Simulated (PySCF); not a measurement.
Does the drawn structure hold up?

C5H11AlOSi. Drawn bonds (atoms numbered from 1): Al1–C2, C2=C3, C3–O4, O4–Si5, C3–C6, C6–C7, C7–C8, C6–C8, Al1–H9, Al1–H10, C2–H11, Si5–H12, Si5–H13, Si5–H14, C6–H15, C7–H16, C7–H17, C8–H18, C8–H19.

Geometry after optimisation with GFN2-xTB (Å):

```
atom  x, y, z in Å
Al1   -2.078   -0.697   -1.712
C2    -0.120   -1.103   -1.629
C3    -0.075   -0.515   -0.428
O4    -1.355   -0.058    0.002
Si5   -1.755    0.680    1.424
C6     1.040   -0.241    0.501
C7     2.463   -0.332    0.040
C8     1.864    1.009    0.314
H9    -3.137   -1.760   -1.306
H10   -2.550    0.617   -2.401
H11    0.805   -1.494   -2.035
H12   -1.584   -0.295    2.501
H13   -0.867    1.826    1.602
H14   -3.140    1.038    1.185
H15    0.832   -0.531    1.527
H16    3.193   -0.725    0.732
H17    2.650   -0.601   -0.987
H18    2.177    1.553    1.192
H19    1.627    1.637   -0.532
```

Here a drawn bond counts as lost beyond 1.3 times the sum of covalent radii plus 0.1 Å; another pair counts as a new contact within 1.08 times that sum, or 1.2 times among H, C, N, O, F, S and Cl. Covalent radii used (Å): Al 1.21, C 0.73, H 0.31, O 0.66, Si 1.11.

(1) Which drawn bonds no longer describe this geometry, and which new contacts appear?

(2) How long is each drawn bond in this geometry?

Results:

(1) No drawn bond is lost. New contacts: Al1–O4 (1.97 Å; radii sum 1.87 Å). The tight-binding optimisation can itself be at fault, so a check at a higher level is due before the drawing is dismissed.

(2) 
| drawn bond | length (Å) | over radii sum |
| --- | --- | --- |
| Al1–C2 | 2.002 | 1.03 |
| C2–C3 | 1.338 | 0.92 |
| C3–O4 | 1.425 | 1.03 |
| O4–Si5 | 1.651 | 0.93 |
| C3–C6 | 1.476 | 1.01 |
| C6–C7 | 1.499 | 1.03 |
| C7–C8 | 1.494 | 1.02 |
| C6–C8 | 1.510 | 1.03 |
| Al1–H9 | 1.554 | 1.02 |
| Al1–H10 | 1.556 | 1.02 |
| C2–H11 | 1.083 | 1.04 |
| Si5–H12 | 1.463 | 1.03 |
| Si5–H13 | 1.461 | 1.03 |
| Si5–H14 | 1.451 | 1.02 |
| C6–H15 | 1.086 | 1.04 |
| C7–H16 | 1.079 | 1.04 |
| C7–H17 | 1.078 | 1.04 |
| C8–H18 | 1.080 | 1.04 |
| C8–H19 | 1.080 | 1.04 |

All values are computed, not measured.
